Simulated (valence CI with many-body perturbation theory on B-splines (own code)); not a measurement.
Sn⁴³⁺: electric-dipole lines

Level of theory: valence CI with perturbative core correlation (CI+MBPT): five valence electrons over a frozen Dirac-Fock core [He], a basis of 11 s, 11 p, 10 d, 8 f, 5 g, 2 h functions for each j, with the one-electron correlation potential Σ1, the two-electron term Σ2, the three-electron term Σ3, Breit, model QED; selected CI, second order for the rest, scaled by the run's own slope (own B-spline code, finite nucleus).

The last digits are not significant, and no measured levels were compared; by estimate large intervals hold to a few tenths of a per cent, small ones and those within an open d or f shell to about a per cent. Among the levels kept, up to 7200 cm⁻¹ of a level comes from second order outside the variational space, and about a tenth of that is noise between levels of different J, which matters for small intervals.

Lines 1 to 50 of 595 in falling wavelength, among levels below 4925.9 eV, chosen from the strongest by gf and those to the six lowest levels. Wavelengths and rates use the calculated energies. Electric multipoles are in the length gauge, E1 and E2 with the static RPA response of the core. Weak lines are less certain than strong ones. Lines between different terms over intervals too small for the method are left out, as are lines whose strength nearly cancels. The highest levels of a list are the least certain.

Levels are named by their leading jj configuration (3d3/2^4 stands for four electrons in 3d with j = 3/2), which in mixed levels can hold well under half, so a name can repeat and another be missing. Letters in brackets count levels of one name in rising energy.

```csv
λ vac (Å),Upper,Lower,A (s⁻¹),S (a.u.) with core polarisation,S without
251.3,(2s 2p1/2 2p3/2^2 3p1/2) J=7/2,(2s 2p1/2 2p3/2^2 3s) J=5/2 [b],1.23e+09,7.71e-02,7.72e-02
242.5,(2p1/2^2 2p3/2^2 3p1/2) J=5/2,(2p1/2^2 2p3/2^2 3s) J=3/2,1.65e+09,6.98e-02,6.98e-02
226.6,(2s 2p1/2 2p3/2^2 3p1/2) J=5/2 [c],(2s 2p1/2 2p3/2^2 3s) J=5/2 [c],1.69e+09,5.82e-02,5.82e-02
223.5,(2s^2 2p1/2 2p3/2 3p1/2) J=5/2,(2s^2 2p1/2 2p3/2 3s) J=3/2 [b],1.86e+09,6.16e-02,6.16e-02
219.7,(2s 2p1/2 2p3/2^2 3p1/2) J=5/2 [c],(2s 2p1/2 2p3/2^2 3s) J=3/2 [c],2.10e+09,6.60e-02,6.60e-02
219.0,(2p1/2^2 2p3/2^2 3p1/2) J=3/2,(2p1/2^2 2p3/2^2 3s) J=5/2,3.69e+09,7.66e-02,7.66e-02
209.8,(2s^2 2p1/2 2p3/2 3p1/2) J=5/2,(2s^2 2p1/2 2p3/2 3s) J=5/2,2.33e+09,6.38e-02,6.38e-02
208.7,(2p1/2^2 2p3/2^2 3p1/2) J=5/2,(2p1/2^2 2p3/2^2 3s) J=5/2,2.78e+09,7.48e-02,7.48e-02
202.7,(2s 2p1/2^2 2p3/2 3p1/2) J=3/2 [a],(2s 2p1/2^2 2p3/2 3s) J=5/2,3.24e+09,5.33e-02,5.33e-02
200.1,(2s 2p1/2 2p3/2^2 3p1/2) J=7/2,(2s 2p1/2 2p3/2^2 3s) J=7/2,2.43e+09,7.70e-02,7.70e-02
198.4,(2s 2p3/2^3 3p1/2) J=5/2,(2s 2p3/2^3 3s) J=3/2 [a],2.86e+09,6.60e-02,6.60e-02
194.9,(2s 2p1/2^2 2p3/2 3p1/2) J=5/2,(2s 2p1/2^2 2p3/2 3s) J=5/2,2.86e+09,6.26e-02,6.26e-02
185.3,(2s^2 2p3/2^2 3p1/2) J=5/2,(2s^2 2p3/2^2 3s) J=3/2,3.48e+09,6.55e-02,6.55e-02
183.8,(2s 2p1/2 2p3/2^2 3d3/2) J=9/2,(2s 2p1/2 2p3/2^2 3p3/2) J=9/2,1.62e+09,4.96e-02,4.96e-02
183.0,(2s^2 2p3/2^2 3p1/2) J=3/2,(2s^2 2p3/2^2 3s) J=5/2,5.10e+09,6.16e-02,6.16e-02
174.1,(2s^2 2p3/2^2 3p1/2) J=5/2,(2s^2 2p3/2^2 3s) J=5/2,3.72e+09,5.82e-02,5.82e-02
168.7,(2s 2p1/2 2p3/2^2 3d3/2) J=7/2 [a],(2s 2p1/2 2p3/2^2 3p3/2) J=7/2 [a],2.30e+09,4.36e-02,4.36e-02
157.3,(2s^2 2p3/2^2 3d5/2) J=5/2 [a],(2s^2 2p3/2^2 3p3/2) J=3/2 [a],5.31e+09,6.12e-02,6.12e-02
156.3,(2s 2p1/2 2p3/2^2 3p1/2) J=3/2 [d],(2s 2p1/2 2p3/2^2 3s) J=5/2 [c],6.03e+09,4.55e-02,4.55e-02
156.3,(2s 2p1/2 2p3/2^2 3p1/2) J=5/2 [b],(2s 2p1/2 2p3/2^2 3s) J=7/2,7.96e+09,9.00e-02,9.00e-02
155.4,(2s 2p1/2^2 2p3/2 3d5/2) J=9/2,(2s 2p1/2^2 2p3/2 3p3/2) J=7/2,1.12e+10,2.07e-01,2.07e-01
154.8,(2s 2p1/2^2 2p3/2 3d5/2) J=5/2 [a],(2s 2p1/2^2 2p3/2 3p3/2) J=5/2 [a],3.50e+09,3.85e-02,3.85e-02
154.2,(2s 2p1/2 2p3/2^2 3d5/2) J=9/2 [a],(2s 2p1/2 2p3/2^2 3p3/2) J=7/2 [a],1.08e+10,1.96e-01,1.96e-01
154.1,(2s 2p1/2 2p3/2^2 3d5/2) J=11/2,(2s 2p1/2 2p3/2^2 3p3/2) J=9/2,1.13e+10,2.46e-01,2.46e-01
153.4,(2s^2 2p1/2 2p3/2 3p1/2) J=3/2 [b],(2s^2 2p1/2 2p3/2 3s) J=5/2,8.00e+09,5.69e-02,5.70e-02
152.8,(2s 2p1/2 2p3/2^2 3d5/2) J=7/2 [b],(2s 2p1/2 2p3/2^2 3p3/2) J=5/2 [b],6.06e+09,8.55e-02,8.55e-02
152.4,(2s 2p1/2 2p3/2^2 3d5/2) J=7/2 [e],(2s 2p1/2 2p3/2^2 3p3/2) J=5/2 [e],9.10e+09,1.27e-01,1.27e-01
151.5,(2s 2p1/2^2 2p3/2 3d5/2) J=3/2 [b],(2s 2p1/2^2 2p3/2 3p3/2) J=1/2 [b],7.59e+09,5.21e-02,5.21e-02
150.3,(2s 2p1/2 2p3/2^2 3d5/2) J=5/2 [c],(2s 2p1/2 2p3/2^2 3p3/2) J=3/2 [c],8.65e+09,8.70e-02,8.70e-02
150.2,(2s 2p1/2 2p3/2^2 3d5/2) J=9/2 [b],(2s 2p1/2 2p3/2^2 3p3/2) J=7/2 [b],9.68e+09,1.62e-01,1.62e-01
149.4,(2s 2p1/2 2p3/2^2 3d5/2) J=7/2 [d],(2s 2p1/2 2p3/2^2 3p3/2) J=5/2 [d],8.91e+09,1.17e-01,1.17e-01
148.4,(2s 2p1/2 2p3/2^2 3d5/2) J=5/2 [b],(2s 2p1/2 2p3/2^2 3p3/2) J=5/2 [b],5.06e+09,4.90e-02,4.90e-02
148.2,(2s 2p1/2^2 2p3/2 3d5/2) J=5/2 [b],(2s 2p1/2^2 2p3/2 3p3/2) J=3/2 [b],1.02e+10,9.80e-02,9.80e-02
148.1,(2s 2p1/2 2p3/2^2 3d5/2) J=5/2 [g],(2s 2p1/2 2p3/2^2 3p3/2) J=3/2 [f],8.65e+09,8.33e-02,8.33e-02
146.9,(2s^2 2p1/2 2p3/2 3d5/2) J=9/2,(2s^2 2p1/2 2p3/2 3p3/2) J=7/2,1.22e+10,1.91e-01,1.91e-01
146.9,(2s 2p1/2 2p3/2^2 3d5/2) J=7/2 [a],(2s 2p1/2 2p3/2^2 3p3/2) J=5/2 [a],9.02e+09,1.13e-01,1.13e-01
146.4,(2s 2p1/2^2 2p3/2 3d5/2) J=7/2 [b],(2s 2p1/2^2 2p3/2 3p3/2) J=5/2 [b],1.30e+10,1.61e-01,1.61e-01
146.2,(2s 2p1/2 2p3/2^2 3d5/2) J=9/2 [c],(2s 2p1/2 2p3/2^2 3p3/2) J=7/2 [c],1.29e+10,1.99e-01,1.99e-01
144.9,(2s^2 2p1/2^2 3d5/2) J=5/2,(2s^2 2p1/2^2 3p3/2) J=3/2,1.22e+10,1.10e-01,1.10e-01
144.7,(2s 2p1/2 2p3/2^2 3d5/2) J=7/2 [c],(2s 2p1/2 2p3/2^2 3p3/2) J=5/2 [c],1.20e+10,1.44e-01,1.44e-01
143.6,(2s^2 2p3/2^2 3d5/2) J=5/2 [b],(2s^2 2p3/2^2 3p3/2) J=3/2 [b],9.91e+09,8.69e-02,8.69e-02
143.5,(2s^2 2p3/2^2 3d5/2) J=7/2,(2s^2 2p3/2^2 3p3/2) J=5/2,7.41e+09,8.64e-02,8.64e-02
143.5,(2s 2p1/2^2 2p3/2 3d5/2) J=7/2 [a],(2s 2p1/2^2 2p3/2 3p3/2) J=5/2 [a],1.06e+10,1.24e-01,1.24e-01
143.5,(2s 2p1/2 2p3/2^2 3d5/2) J=5/2 [f],(2s 2p1/2 2p3/2^2 3p3/2) J=3/2 [e],8.94e+09,7.82e-02,7.82e-02
143.4,(2s^2 2p3/2^2 3d5/2) J=9/2,(2s^2 2p3/2^2 3p3/2) J=7/2,1.21e+10,1.76e-01,1.76e-01
142.8,(2s^2 2p1/2 2p3/2 3d5/2) J=7/2 [a],(2s^2 2p1/2 2p3/2 3p3/2) J=5/2 [a],1.02e+10,1.18e-01,1.18e-01
141.4,(2s 2p1/2 2p3/2^2 3d5/2) J=5/2 [e],(2s 2p1/2 2p3/2^2 3p3/2) J=3/2 [d],6.77e+09,5.67e-02,5.67e-02
141.0,(2s^2 2p1/2 2p3/2 3d5/2) J=7/2 [b],(2s^2 2p1/2 2p3/2 3p3/2) J=5/2 [b],9.95e+09,1.10e-01,1.10e-01
137.8,(2s^2 2p1/2 2p3/2 3d5/2) J=5/2 [a],(2s^2 2p1/2 2p3/2 3p3/2) J=3/2 [a],7.59e+09,5.89e-02,5.89e-02
136.7,(2s 2p1/2^2 2p3/2 3d5/2) J=5/2 [a],(2s 2p1/2^2 2p3/2 3p3/2) J=3/2 [a],8.46e+09,6.40e-02,6.40e-02
```
